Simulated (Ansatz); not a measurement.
```yaml
crystal:
  periodic: [false, false, false]
  atoms:
    - {symbol: B, position_ang: [-0.634436, 1.749968, -0.085648]}
    - {symbol: Ge, position_ang: [0.638202, 0.246893, 0.267830]}
    - {symbol: C, position_ang: [0.090428, -1.548280, -0.252112]}
    - {symbol: O, position_ang: [-0.172730, -1.226011, 1.067998]}
    - {symbol: H, position_ang: [-1.799308, 1.498952, -0.089240]}
    - {symbol: H, position_ang: [-0.242896, 2.843279, -0.355123]}
    - {symbol: H, position_ang: [2.084107, 0.316070, 0.759819]}
    - {symbol: H, position_ang: [-0.775232, -1.667730, -0.904465]}
    - {symbol: H, position_ang: [0.900265, -2.259440, -0.426259]}
basis:
  gaussian: {orbitals: STO-3G}
total_charge: 1
magnetization: {spin_polarized: false, initial_magnetization: 1}
hamiltonian: {xc: {name: B97M-V}}
```

```sh
$ ansatz run in.yaml --threads 2 --pin off --events-out ev --progress --plain --max-ram 4352MiB
```

Output, abridged:

```
Functional definition: B97M-V
458 factors; integrals over basis functions are off by at most 6.5e-5 eV
mean field evaluation 1: about -59494.7706 eV, gradient 2.5e2 eV
mean field evaluation 2: about -59494.7073 eV, gradient 2.5e2 eV
mean field evaluation 4: about -59572.8577 eV, gradient 8.5e1 eV
mean field evaluation 8: about -59645.3916 eV, gradient 1.1e1 eV
mean field evaluation 16: about -59645.7554 eV, gradient 2.1e-1 eV
mean field evaluation 32: about -59645.7610 eV, gradient 6.7e-5 eV
mean field -59645.76096949 eV, -2191.9412862798 hartree, gradient 1.1e-6 eV, S^2 0.750000; 7 other end points of the search recorded, 0 dependent functions left out
reference -59645.76100274 eV, -2191.9412875017 hartree; 28, 27 occupied and 10, 11 virtual orbitals, 458 factors
Total energy: -59645.76100274 eV, -2191.9412875017 hartree
```

It took 25 s on 2 threads of an Arm Neoverse V1 on a shared host, with 0.43 GiB of host memory at the peak.
